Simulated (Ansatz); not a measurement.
C10H20, SMILES `CC(C)(C)/C=C/C(C)(C)C`, relaxed with RKS PBE-D4/def2-SVP in Ansatz from a rough embedded geometry. The force threshold is 0.03 eV/Å; the program also tests the step.

Total charge 0; spin multiplicity 1.

Start:

```xyz
30

C    -1.479   -2.737    0.110
C    -0.954   -1.500    0.844
C     0.056   -1.941    1.911
C    -2.128   -0.778    1.516
C    -0.285   -0.578   -0.150
C     0.286    0.577    0.150
C     0.954    1.500   -0.843
C    -0.056    1.939   -1.911
C     1.477    2.739   -0.111
C     2.129    0.779   -1.515
H    -2.204   -2.452   -0.649
H    -1.964   -3.418    0.807
H    -0.662   -3.269   -0.374
H     0.906   -2.437    1.445
H    -0.409   -2.634    2.608
H     0.425   -1.085    2.470
H    -1.780    0.091    2.068
H    -2.637   -1.446    2.208
H    -2.844   -0.443    0.768
H    -0.294   -0.920   -1.176
H     0.295    0.920    1.176
H    -0.424    1.082   -2.469
H     0.409    2.631   -2.610
H    -0.906    2.434   -1.446
H     1.962    3.419   -0.808
H     2.202    2.455    0.650
H     0.659    3.270    0.371
H     1.782   -0.089   -2.069
H     2.640    1.448   -2.205
H     2.844    0.443   -0.767
```

(1) How much energy does the relaxation release, and in how many steps? (Best estimate.)

(2) Which bonds change most? (An estimate is asked.)

(3) Give the relaxed structure. (Estimate.)

Answers

(1) Ansatz gave: 0.39 eV, in 14 steps, 1 of them rejected.

(2) The calculation gave: C5–H20 from 1.081 to 1.105 Å; C6–H21 from 1.082 to 1.105 Å; C5–C6 from 1.323 to 1.346 Å; C8–H22 from 1.087 to 1.109 Å.

(3) Computed: 
```xyz
30

C    -1.419   -2.653    0.091
C    -1.077   -1.403    0.934
C    -0.033   -1.774    1.997
C    -2.361   -0.897    1.630
C    -0.594   -0.316   -0.011
C     0.595    0.314    0.010
C     1.078    1.403   -0.934
C     0.036    1.766   -2.003
C     1.408    2.656   -0.092
C     2.368    0.903   -1.623
H    -2.173   -2.418   -0.689
H    -1.834   -3.460    0.731
H    -0.516   -3.047   -0.419
H     0.901   -2.153    1.534
H    -0.426   -2.570    2.662
H     0.228   -0.903    2.631
H    -2.149   -0.002    2.249
H    -2.789   -1.681    2.290
H    -3.137   -0.619    0.888
H    -1.332   -0.041   -0.786
H     1.333    0.040    0.785
H    -0.217    0.893   -2.637
H     0.428    2.564   -2.667
H    -0.902    2.140   -1.545
H     1.822    3.464   -0.731
H     2.160    2.426    0.691
H     0.501    3.045    0.414
H     2.165    0.006   -2.244
H     2.795    1.689   -2.280
H     3.141    0.629   -0.876
```
